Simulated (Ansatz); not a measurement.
Several settings on one geometry of Ge10H14, a cluster with a defect cut from the lattice of germanium (two caps of one atom removed) (that of the charge 0 singlet, PBE-D4/def2-SVP). Ansatz on 4 threads of AMD EPYC 7R13 on a shared host and a share (37 GiB) of an NVIDIA H100 80GB HBM3; times are rough.

```
atom    x (Å)    y (Å)    z (Å)
 Ge1   0.0032  -2.7615   0.3101
 Ge2  -0.0014  -0.0058  -2.5899
 Ge3  -2.7626  -0.0001   0.3064
 Ge4  -0.0042   0.0030   3.4729
 Ge5  -0.0011   2.7635   0.2998
 Ge6   2.7621   0.0021   0.3042
 Ge7  -1.4034  -1.4064  -1.1577
 Ge8   1.3119  -1.3056   1.8092
 Ge9   1.4016   1.4016  -1.1654
Ge10  -1.3110   1.3147   1.8042
 H11   0.9928  -3.6474  -0.5063
 H12  -0.8961  -3.7149   1.1536
 H13   0.8902  -0.8989  -3.5027
 H14  -0.8928   0.8822  -3.5076
 H15  -3.7134  -0.9006   1.1515
 H16  -3.6515   0.9851  -0.5120
 H17  -0.9885   3.6514  -0.5171
 H18   0.9022   3.7154   1.1408
 H19   3.6503  -0.9871  -0.5103
 H20   3.7136   0.9068   1.1440
 H21  -2.3217  -2.3273  -2.0210
 H22   2.2838  -2.2752   2.5680
 H23   2.3192   2.3183  -2.0339
 H24  -2.2831   2.2869   2.5593
```

Totals from different functionals, basis sets or treatments of relativity can't be compared as stabilities.

DK, ANO-RCC and x2c sets are all-electron and run with scalar relativity unless a key says otherwise. The 6-31G sets use Cartesian d functions.

The spins typed aren't always the lowest for that charge.

Q: Give the basis size and estimate the energy, ⟨S²⟩, dipole and time of these runs.

```
run                 method  charge    state                                                                                                                                                                                                                    further keys
  1    RKS ωB97M-V/cc-pVDZ       0  singlet  fitting: {mean_field: def2-universal-jkfit}; final_grid: {core_spheres: 5, valence_spheres: 4, degree: 11}; point_charges: [{charge: 2.00, position_ang: [8.202, 0.640, 0.411]}]; scf: {lower_state_search: off}; forces asked
  2  UKS revPBE/cc-pVTZ-DK       0  triplet                                                                                                                          fitting: {mean_field: def2-universal-jkfit}; scf: {omitted_lower_state_checks: [starts]}; forces asked
  3        RKS BLYP/6-31G*       0  singlet                                                                                                                                                                                                                    forces asked
```

A: 
```csv
run,functions,energy (Eh),⟨S²⟩,dipole (D),wall time
1,340,-20777.1370,–,6.93,6 s
2,626,-20995.4510,2.00,0.26,12 s
3,378,-20776.3180,–,0.07,4 s
```
